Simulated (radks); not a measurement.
The phosphorus anion P3-, [Ar], held by a Watson sphere: a shell of charge +3 at radius R that stands for the Madelung well of a crystal (potential energy -3/R inside, -3/r outside, in hartree with lengths in bohr). All-electron calculation, non-relativistic Kohn-Sham, LB94 model potential, spin-polarised, spherical densities, point nucleus. Program: a radial shooting solver on a logarithmic mesh with Libxc functionals. Response by self-consistent Sternheimer equations with the Hartree and adiabatic LDA kernel. The sphere does not respond.

R (bohr)  e(2p) (eV)  e(3s) (eV)  e(3p) (eV)  <r> 3p (bohr)  sum of <r^2> (bohr^2)  X-ray form factor at sin(theta)/lambda = 0.3 1/angstrom  alpha (bohr^3)
3.28         -133.82     -16.051      -8.805          2.757                  67.15                                                    8.573           72.62
3.36         -133.73     -15.840      -8.614          2.785                  68.43                                                    8.579           76.81
3.51         -133.55     -15.466      -8.269          2.837                  70.84                                                    8.589           85.26
3.61         -133.43     -15.230      -8.047          2.871                  72.45                                                    8.595           91.35
3.9          -133.07     -14.605      -7.441          2.968                  77.13                                                    8.608           111.3
4.24         -132.66     -13.969      -6.800          3.075                  82.70                                                    8.616           139.5
4.34         -132.54     -13.799      -6.625          3.106                  84.35                                                    8.617           149.0
